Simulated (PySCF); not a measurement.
Job for PySCF: D3(BJ) and D4 dispersion corrections on BiH3O (SMILES [OH][BiH2]), a point of a torsion scan.

```python
from pyscf import gto
from pyscf.dispersion import dftd3, dftd4

mol = gto.M(
    atom='''
    O     1.25287386   -0.56899063   -0.10396451
    Bi   -0.66137309    0.23272225    0.33447211
    H     1.92698681    0.06055525    0.14806496
    H    -1.30485002   -1.38941853    0.61000733
    H    -0.31193655    0.35041890    2.07988460
    ''',
    basis='def2-svp',
    charge=0, spin=0, verbose=0, max_memory=1800)
d3, d4 = {}, {}
for xc in ['hf', 'pbe', 'blyp', 'revpbe', 'tpss', 'r2scan', 'b3lyp', 'pbe0', 'bhlyp', 'camb3lyp', 'b2plyp']:
    d3[xc] = float(dftd3.DFTD3Dispersion(mol, xc=xc, version='d3bj', atm=False).get_dispersion()['energy'])
    print(f'D3(BJ) {xc:10s} {d3[xc]:14.8f} Eh')
for xc in ['hf', 'pbe', 'blyp', 'revpbe', 'tpss', 'r2scan', 'b3lyp', 'pbe0', 'bhlyp', 'camb3lyp', 'b2plyp']:
    d4[xc] = float(dftd4.DFTD4Dispersion(mol, xc={'camb3lyp': 'cam-b3lyp'}.get(xc, xc), atm=True).get_dispersion()['energy'])
    print(f'D4     {xc:10s} {d4[xc]:14.8f} Eh')
```

It printed:

```
D3(BJ) hf            -0.02457062 Eh
D3(BJ) pbe           -0.00249781 Eh
D3(BJ) blyp          -0.00577968 Eh
D3(BJ) revpbe        -0.00614384 Eh
D3(BJ) tpss          -0.00322855 Eh
D3(BJ) r2scan        -0.00063618 Eh
D3(BJ) b3lyp         -0.00480471 Eh
D3(BJ) pbe0          -0.00222638 Eh
D3(BJ) bhlyp         -0.00413483 Eh
D3(BJ) camb3lyp      -0.00214817 Eh
D3(BJ) b2plyp        -0.00240182 Eh
D4     hf            -0.00967142 Eh
D4     pbe           -0.00265644 Eh
D4     blyp          -0.00592568 Eh
D4     revpbe        -0.00771350 Eh
D4     tpss          -0.00357410 Eh
D4     r2scan        -0.00056282 Eh
D4     b3lyp         -0.00438090 Eh
D4     pbe0          -0.00220692 Eh
D4     bhlyp         -0.00360877 Eh
D4     camb3lyp      -0.00224933 Eh
D4     b2plyp        -0.00181180 Eh
```

The run finished.

Cost: roughly 0.03 core-seconds.
